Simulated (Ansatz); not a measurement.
A structure relaxed at r2SCAN-D4/def2-SVP in Ansatz, charge 0, singlet:

Cartesian coordinates in Å:
```
Be 0.6690 0.9201 2.2594
Te -1.3772 0.3214 2.9376
Be -1.6874 1.5678 1.0880
Te -2.0814 2.9912 -0.6034
Be -0.5874 1.7420 -1.7213
Te 0.7874 0.5834 -3.0797
Be -0.6593 -0.9149 -2.2642
Te -2.0107 -2.3025 -1.1449
Be 0.0239 -2.5388 -0.2082
Te 2.0608 -3.0003 0.6155
Be 2.2423 -0.7738 0.8424
Te 2.6201 1.4043 1.2787
```

Q: Give its formula, name or SMILES.

A: (BeTe)6 ring (Be₆Te₆).

Q: Summarise the bond lengths by kind (pairs closer than 1.2 times the sum of covalent radii, bridged metal pairs left out).

A: 12 × Be–Te 2.24 to 2.25 Å.

In the def2 sets Te takes a core potential; there is no spin–orbit coupling.
